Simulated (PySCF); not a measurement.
Computed Raman spectrum (relative Raman activity) of a molecule GeH7NOSi. The structure is a stationary point at PBE0-D3(BJ)/def2-SVP. One conformer was computed; it need not be the lowest. These are PBE0-D3(BJ)/def2-SVP in PySCF values and carry that method's errors. Frequencies are harmonic and unscaled.

Lines under 2 % of the strongest are left out, and lines within 2 cm⁻¹ are merged.

ν (cm⁻¹): 561 (w), 647 (w), 658 (w), 800 (vw), 854 (w), 866 (vw), 874 (w), 877 (w), 905 (vw), 939 (w), 957 (w), 1023 (vw), 1548 (vw), 2154 (vs), 2184 (s), 2228 (m), 2233 (s), 3611 (s), 3709 (m) (against the strongest line: vs over 80 %, s over 45 %, m over 15 %, w over 4 %, vw less)

Problem. Pick the molecule that these values belong to.
A. [OH][GeH2][NH][SiH3]
B. [NH2][Ge@H]([OH])[SiH3]
C. N[SiH2][O][GeH3]
D. O[SiH2][NH][GeH3]

Solution. C, N[SiH2][O][GeH3]
